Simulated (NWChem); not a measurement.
System: BF₂ cation

Input file for NWChem:

```
start job
memory heap 200 mb stack 900 mb global 1100 mb
charge 1
geometry units angstroms noautoz
  F      0.000000     0.000000    -1.226433
  B      0.000000     0.000000     0.000000
  F      0.000000     0.000000     1.226433
end
basis spherical
  * library def2-svp
end
dft
  xc becke88 lyp
  iterations 150
  mulliken
end
task dft energy
```

Parts of the log:

```
             Northwest Computational Chemistry Package (NWChem) 7.3.0
             --------------------------------------------------------

 ORDER OF PRIMARY AXIS IS BEING SET TO 4
 D4H symmetry detected

                             Geometry "geometry" -> ""
                             -------------------------

 Output coordinates in angstroms (scale by  1.889725989 to convert to a.u.)

  No.       Tag          Charge          X              Y              Z
 ---- ---------------- ---------- -------------- -------------- --------------
    1 F                    9.0000     0.00000000     0.00000000    -1.22643300
    2 B                    5.0000     0.00000000     0.00000000     0.00000000
    3 F                    9.0000     0.00000000     0.00000000     1.22643300

 Effective nuclear repulsion energy (a.u.)      56.3077077953

      Symmetry information
      --------------------

 Group name             D4h
 Group number             28
 Group order              16
 No. of unique centers     2

                                 NWChem DFT Module
                                 -----------------

 Summary of "ao basis" -> "ao basis" (spherical)
 ------------------------------------------------------------------------------
       Tag                 Description            Shells   Functions and Types
 ---------------- ------------------------------  ------  ---------------------
 F                          def2-svp                 6       14   3s2p1d
 B                          def2-svp                 6       14   3s2p1d

      Symmetry analysis of basis
      --------------------------

        a1g        10
        a1u         0
        a2g         0
        a2u         8
        b1g         2
        b1u         1
        b2g         2
        b2u         1
        eg          8
        eu         10

            General Information
            -------------------
          SCF calculation type: DFT
          Wavefunction type:  closed shell.
          No. of atoms     :     3
          No. of electrons :    22
           Alpha electrons :    11
            Beta electrons :    11
          Charge           :     1
          Spin multiplicity:     1
          Use of symmetry is: on ; symmetry adaption is: on
          Maximum number of iterations: 150
          AO basis - number of functions:    42
                     number of shells:    18
          Convergence on energy requested:  1.00D-06
          Convergence on density requested:  1.00D-05
          Convergence on gradient requested:  5.00D-04

              XC Information
              --------------
                    Becke 1988 Exchange Functional  1.000
              Lee-Yang-Parr Correlation Functional  1.000

             Grid Information
             ----------------
          Grid used for XC integration:  medium
          Radial quadrature: Mura-Knowles
          Angular quadrature: Lebedev.
          Tag              B.-S. Rad. Rad. Pts. Rad. Cut. Ang. Pts.
          ---              ---------- --------- --------- ---------
          F                   0.50       49           6.0       434
          B                   0.85       49           5.0       434
          Grid pruning is: on
          Number of quadrature shells:    98
          Spatial weights used:  Erf1

      Superposition of Atomic Density Guess
      -------------------------------------

 Sum of atomic energies:        -223.08901740

 Renormalizing density from      23.00 to     22

      Non-variational initial energy
      ------------------------------

 Total energy =    -217.581868
 1-e energy   =    -403.041563
 2-e energy   =     129.151987
 HOMO         =      -1.203376
 LUMO         =      -0.389227

      Symmetry analysis of molecular orbitals - initial
      -------------------------------------------------

 !! scf_movecs_sym_adapt:    6 vectors were symmetry contaminated

  Symmetry fudging

 !! scf_movecs_sym_adapt:    6 vectors were symmetry contaminated

  Numbering of irreducible representations:

     1 a1g         2 a1u         3 a2g         4 a2u         5 b1g
     6 b1u         7 b2g         8 b2u         9 eg         10 eu

  Orbital symmetries:

     1 a1g         2 a2u         3 a1g         4 a1g         5 a2u
     6 a1g         7 a2u         8 eu          9 eu         10 eg
    11 eg         12 a1g        13 eu         14 eu         15 a2u
    16 a1g        17 eu         18 eu         19 a2u        20 b1g
    21 b2g

     ---------------------------------------------
      Total Density - Mulliken Population Analysis
     ---------------------------------------------

    Atom       Charge   Shell Charges
 -----------   ------   -------------------------------------------------------
    1 F    9     9.19   1.99  1.23  0.59  3.80  1.57  0.01
    2 B    5     3.61   1.99  0.63  0.01  0.77  0.02  0.19
    3 F    9     9.19   1.99  1.23  0.59  3.80  1.57  0.01

   convergence    iter        energy       DeltaE   RMS-Dens  Diis-err
 ---------------- ----- ----------------- --------- --------- ---------
 d= 0,ls=0.0,diis     1   -223.7877650776 -2.80D+02  6.04D-02  3.03D+00
 d= 0,ls=0.0,diis     2   -222.6296628484  1.16D+00  4.43D-02  1.69D+01
 d= 0,ls=0.0,diis     3   -224.0625128566 -1.43D+00  2.36D-03  5.76D-03
 d= 0,ls=0.0,diis     4   -224.0633243663 -8.12D-04  6.22D-04  9.08D-04
 d= 0,ls=0.0,diis     5   -224.0634230035 -9.86D-05  4.25D-05  2.93D-05
  Resetting Diis
 d= 0,ls=0.0,diis     6   -224.0634250829 -2.08D-06  1.58D-05  9.99D-07
 d= 0,ls=0.0,diis     7   -224.0634251788 -9.60D-08  1.47D-06  3.14D-09

         Total DFT energy =     -224.063425178820
      One electron energy =     -414.385804105173
           Coulomb energy =      158.663924733073
    Exchange-Corr. energy =      -24.649253601976
 Nuclear repulsion energy =       56.307707795257

 Numeric. integr. density =       22.000000333786

                  Occupations of the irreducible representations
                  ----------------------------------------------

                     irrep           alpha         beta
                     --------     --------     --------
                     a1g               4.0          4.0
                     a1u               0.0          0.0
                     a2g               0.0          0.0
                     a2u               3.0          3.0
                     b1g               0.0          0.0
                     b1u               0.0          0.0
                     b2g               0.0          0.0
                     b2u               0.0          0.0
                     eg                2.0          2.0
                     eu                2.0          2.0

                       DFT Final Molecular Orbital Analysis
                       ------------------------------------

 Vector    9  Occ=2.000000D+00  E=-8.048661D-01  Symmetry=eu
              MO Center=  1.4D-15,  1.8D-15,  1.1D-13, r^2= 1.7D+00
   Bfn.  Coefficient  Atom+Function         Bfn.  Coefficient  Atom+Function
  ----- ------------  ---------------      ----- ------------  ---------------
     5      0.348735  1 F  py                33      0.348735  3 F  py
     4      0.255632  1 F  px                32      0.255632  3 F  px
    19      0.244407  2 B  py                 8     -0.196103  1 F  py
    36     -0.196103  3 F  py                18      0.179156  2 B  px
     7     -0.143748  1 F  px                35     -0.143748  3 F  px

 Vector   10  Occ=2.000000D+00  E=-7.516753D-01  Symmetry=eg
              MO Center= -9.0D-16,  3.3D-16, -2.6D-14, r^2= 1.8D+00
   Bfn.  Coefficient  Atom+Function         Bfn.  Coefficient  Atom+Function
  ----- ------------  ---------------      ----- ------------  ---------------
     4      0.462680  1 F  px                32     -0.462680  3 F  px
     7     -0.274861  1 F  px                35      0.274861  3 F  px
     5     -0.163012  1 F  py                33      0.163012  3 F  py
     8      0.096839  1 F  py                36     -0.096839  3 F  py
    27     -0.068815  2 B  d  1

 Vector   11  Occ=2.000000D+00  E=-7.516753D-01  Symmetry=eg
              MO Center= -2.5D-17, -6.6D-17, -1.0D-13, r^2= 1.8D+00
   Bfn.  Coefficient  Atom+Function         Bfn.  Coefficient  Atom+Function
  ----- ------------  ---------------      ----- ------------  ---------------
     5      0.462680  1 F  py                33     -0.462680  3 F  py
     8     -0.274861  1 F  py                36      0.274861  3 F  py
     4      0.163012  1 F  px                32     -0.163012  3 F  px
     7     -0.096839  1 F  px                35      0.096839  3 F  px
    25      0.068815  2 B  d -1

 Vector   12  Occ=0.000000D+00  E=-3.458767D-01  Symmetry=a1g
              MO Center= -2.0D-15,  2.4D-16, -1.6D-15, r^2= 2.2D+00
   Bfn.  Coefficient  Atom+Function         Bfn.  Coefficient  Atom+Function
  ----- ------------  ---------------      ----- ------------  ---------------
    17      0.914452  2 B  s                 16      0.367324  2 B  s
     3     -0.272710  1 F  s                 31     -0.272710  3 F  s
     6      0.238921  1 F  pz                34     -0.238921  3 F  pz
     2     -0.183162  1 F  s                 30     -0.183162  3 F  s
    15      0.163731  2 B  s                 26     -0.135122  2 B  d  0

 Vector   13  Occ=0.000000D+00  E=-3.400797D-01  Symmetry=eu
              MO Center=  1.3D-16, -7.2D-16,  1.2D-16, r^2= 1.4D+00
   Bfn.  Coefficient  Atom+Function         Bfn.  Coefficient  Atom+Function
  ----- ------------  ---------------      ----- ------------  ---------------
    19      0.758970  2 B  py                22     -0.342707  2 B  py
     5     -0.291897  1 F  py                33     -0.291897  3 F  py
    18     -0.250807  2 B  px                 8      0.233789  1 F  py
    36      0.233789  3 F  py                21      0.113250  2 B  px
     4      0.096460  1 F  px                32      0.096460  3 F  px

[...]
```

Level: BLYP/def2-SVP. The geometry was optimised at PBE0-D3(BJ)/def2-TZVP.
